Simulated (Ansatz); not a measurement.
A run on `BC1=C[SiH2]O1` with other settings.

```yaml
crystal:
  periodic: [false, false, false]
  atoms:
    - {symbol: B, position_ang: [-1.059147, -0.359847, -1.653854]}
    - {symbol: C, position_ang: [-0.210169, -0.035556, -0.407640]}
    - {symbol: C, position_ang: [-0.146824, -0.681647, 0.785152]}
    - {symbol: Si, position_ang: [1.079621, 0.620538, 1.217973]}
    - {symbol: O, position_ang: [0.667796, 1.060952, -0.367221]}
    - {symbol: H, position_ang: [-0.999903, 0.314906, -2.634924]}
    - {symbol: H, position_ang: [-1.777439, -1.311717, -1.598531]}
    - {symbol: H, position_ang: [-0.696152, -1.561483, 1.077876]}
    - {symbol: H, position_ang: [2.508040, 0.250085, 1.364629]}
    - {symbol: H, position_ang: [0.717276, 1.652469, 2.219440]}
basis:
  gaussian: {orbitals: cc-pVTZ-DK}
total_charge: 1
magnetization: {spin_polarized: true, initial_magnetization: 1}
hamiltonian: {xc: {name: wB97}}
scf: {lower_state_search: light}
output: {forces: true}
```

```sh
$ ansatz run in.yaml --threads 2 --pin off --events-out ev --progress --plain --max-ram 4352MiB
```

Output, abridged:

```
Functional definition: wB97
1279 factors; their error is unknown
419 factors; integrals over basis functions are off by at most 3.0e-5 eV
mean field evaluation 1: about -12752.0399 eV, gradient 5.1e1 eV
mean field evaluation 2: about -12742.9651 eV, gradient 7.4e1 eV
mean field evaluation 4: about -12765.2257 eV, gradient 7.0e0 eV
mean field evaluation 8: about -12765.6545 eV, gradient 2.9e-1 eV
mean field evaluation 16: about -12765.6081 eV, gradient 3.1e-3 eV
mean field -12765.60810781 eV, -469.1274451221 hartree, gradient 4.8e-5 eV, S^2 0.763768; 2 other end points of the search recorded, 0 dependent functions left out
reference -12765.60809607 eV, -469.1274446907 hartree; 22, 21 occupied and 202, 203 virtual orbitals, 1279 factors
Total energy: -12765.60809607 eV, -469.1274446907 hartree
Relativity: scalar
Atom 0 at    -1.059147    -0.359847    -1.653854 Å, force    -1.027067    -0.189210    -1.841385 eV/Å
Atom 1 at    -0.210169    -0.035556    -0.407640 Å, force     1.291637     2.779063    -1.852450 eV/Å
Atom 2 at    -0.146824    -0.681647     0.785152 Å, force     0.386485    -0.597917     1.790226 eV/Å
Atom 3 at     1.079621     0.620538     1.217973 Å, force     2.068874     0.668517     3.237608 eV/Å
Atom 4 at     0.667796     1.060952    -0.367221 Å, force    -2.377771    -2.308040    -1.195474 eV/Å
Atom 5 at    -0.999903     0.314906    -2.634924 Å, force     0.084456    -0.037321     0.238328 eV/Å
Atom 6 at    -1.777439    -1.311717    -1.598531 Å, force     0.153156     0.114883     0.132238 eV/Å
Atom 7 at    -0.696152    -1.561483     1.077876 Å, force    -0.080615    -0.118667     0.025818 eV/Å
Atom 8 at     2.508040     0.250085     1.364629 Å, force    -0.291954    -0.122572    -0.247281 eV/Å
Atom 9 at     0.717276     1.652469     2.219440 Å, force    -0.207200    -0.188737    -0.287627 eV/Å
Dipole moment:    -0.161372    -0.369418     0.267937 e Å
```

It took 8.5 s on 2 threads of an AMD EPYC 9R45 on a shared host, with 0.58 GiB of host memory at the peak.
